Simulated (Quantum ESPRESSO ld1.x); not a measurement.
The numbers below are computed, except where a source is named.
Species: Nb I. Configuration: [Kr] 4d4 6f1 (not the ground configuration). Level of theory: Dirac Kohn-Sham, PBEsol, spin-unpolarised, spherical densities, point nucleus; open shells fill j = l - 1/2 first (ld1.x of Quantum ESPRESSO 7.5).

Radial electron density D(r) = 4 pi r^2 rho(r):

r (bohr),D(r) (e/bohr)
0.006451,17.17
0.009246,27.17
0.01339,39.34
0.01938,49.41
0.02806,51.73
0.04062,46.20
0.05822,44.74
0.08428,56.63
0.122,62.77
0.1767,46.07
0.2557,40.45
0.3666,47.69
0.5307,28.88
0.7683,11.38
1.112,10.35
1.594,6.380
2.308,2.059
3.342,0.5113
4.838,0.08230
7.004,0.01212
10.04,0.01335
14.53,0.002001
21.04,0.01153
30.46,0.006303
44.1,0.02577
63.21,0.01143

D(r) has 7 maxima, at r = 0.0254, 0.113, 0.352, 1.03, 9.94, 25.2, 51.8 bohr, and minima at 0.0516, 0.227, 0.902, 7.59 bohr, inside which lie 2.07, 11.08, 29.39, 40.02 electrons.
